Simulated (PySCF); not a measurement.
## K⁻ (potassium, charge -1) across methods

[Ar] 4s2, closed-shell 1S. Computed with PySCF 2.14 in dyall-av3z, with no relativity, point nucleus.

```tsv
method	E (hartree)	mean ε 3s (eV)	mean ε 3p (eV)	mean ε 4s (eV)	Σ⟨r²⟩ (bohr²)	⟨S²⟩
UHF	-599.16185	-44.330	-22.713	-0.280	160.8	0.000
TPSS	-599.960	-32.029	-15.450	0.666	137.6	0.000
r2SCAN	-599.901	-32.852	-15.874	0.653	137.4	0.000
PBE	-599.729	-31.242	-15.053	0.693	137.5	0.000
r2SCAN0	-599.902	-35.713	-17.644	0.349	135.1	0.000
PBE0	-599.772	-34.695	-17.132	0.364	132.7	0.000
BLYP	-599.946	-30.986	-14.849	0.799	151.6	0.000
```

(1) Estimate the same row for LDA.

The outer electron is barely bound at this level, so radii and moments hang on the diffuse functions.

The highest occupied level is positive at LDA, TPSS, r2SCAN, PBE, r2SCAN0, PBE0, BLYP: only the finite basis holds that electron, which in a density functional comes from self-interaction.

Results:

(1) E (hartree) = -598.227; mean ε 3s (eV) = -30.991; mean ε 3p (eV) = -14.994; mean ε 4s (eV) = 0.664; Σ⟨r²⟩ (bohr²) = 134.5; ⟨S²⟩ = 0.000.
